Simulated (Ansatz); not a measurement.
Stepwise reaction of `[SH][Sn]([SH])([Cl])[Cl]` with hydrogen, as a gas-phase model of exchange steps in deposition or etching. ΔE in kJ/mol; ΔG adds harmonic PBE0-D4 terms to CCSD(T)/CBS, at 1 bar.

Computed with Ansatz on PBE0-D4/def2-TZVP structures; ΔE is electronic, products minus reactants. CBS: MP2 limit from def2 TZ/QZ plus the TZ coupled-cluster correction, frozen cores. This one scheme is used for every species. Functionals use def2-TZVPP. B3LYP here is the variant with VWN-RPA as its local correlation; programs differ in this. Elements past krypton have def2 core potentials. For Sn outer-core shells are correlated without core-valence functions, which leaves a few kJ/mol of doubt a bond. One conformer a species, not always the lowest.

```
step                                                       reaction  PBE-D4  B3LYP-D4  ωB97M-V  CCSD(T)/CBS  ΔG(500 K)
   1  `[SH][Sn]([SH])([Cl])[Cl]` + H₂ → `[SH][SnH]([Cl])[Cl]` + H₂S    51.3      47.7     42.4         48.2       32.5
   2            `[SH][SnH]([Cl])[Cl]` + H₂ → `[Cl][SnH2][Cl]` + H₂S    46.4      42.7     38.1         45.1       43.4
```

Problem. By hand: ΔE of the 2 steps together at CCSD(T)/CBS.

Solution. (48.2) + (45.1) = 93.3 kJ/mol, or 46.7 kJ/mol a step.

In ΔE the steps differ by no more than 3.1 kJ/mol. All are uphill at CCSD(T)/CBS. ΔG lies between 32.5 and 43.4 kJ/mol a step. PBE-D4 differs from CCSD(T)/CBS by 1.3 to 3.1 kJ/mol a step. Isolated molecules leave out the surface, adducts and barriers. Largest T1 diagnostic: 0.012.
